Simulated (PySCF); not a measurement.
Structure with atom numbers: `[O:1]=[C:2]([C@@H:3]1[O:4][CH2:5][C@@H:6]1[F:7])[C:8]([F:9])([F:10])[F:11]`. Hydrogens are named by the atom that carries them. Ha(C5) is cis to C2 on the ring; Hb(C5) is trans to C2 on the ring.

Relativity neglected, in vacuum, a single conformation, one averaged value for each set of equivalent atoms. Geometry: PBE0-D3(BJ)/def2-SVP; GIAO PBE0/pcSseg-1 shieldings; PySCF.

δ = σ(ref) − σ, references computed at the same level: TMS for 13C, 1H; 17O vs H2O; CFCl3 for 19F.

```tsv
atoms	nucleus	count	δ (ppm)
C2	13C	1	199.6
F9/F10/F11	19F	3	-90.6
F7	19F	1	-198.3
O4	17O	1	?
Hb(C5)	1H	1	4.87
C6	13C	1	?
O1	17O	1	693.3
C8	13C	1	120.1
H(C3)	1H	1	?
Ha(C5)	1H	1	5.04
C5	13C	1	?
C3	13C	1	89.9
H(C6)	1H	1	5.33
```

Complete the table.

Results:


- C6: 88.3 ppm, sp3 CH bonded to F; pulled downfield by the heteroatom
- C5: 79.6 ppm, sp3 CH2 bonded to O; the inductive effect lowers its shielding
- H(C3): 5.10 ppm, hydrogen on an sp3 CH bonded to O, α to a carbonyl; its carbon carries O, which withdraws density
- O4: 16.6 ppm, ether oxygen

Shifts are as computed. Against solution values, carbons near 30 ppm lie about +2 ppm off and those near 130 ppm about +5 ppm. Of 1313 compounds with measured shifts, 239 miss one by over three times the rms of a fit or turn the order of signals round; such compounds aren't used in these exercises. Unscaled 19F shifts against computed CFCl3 carry errors that often reach 10 to 50 ppm. Unscaled 17O shifts of doubly bonded oxygen tend to come out too high, by tens of ppm or more. Experimental scales use liquid or dissolved standards, which lie at an offset from isolated H2O (liquid H2O: subtract about 36 ppm).
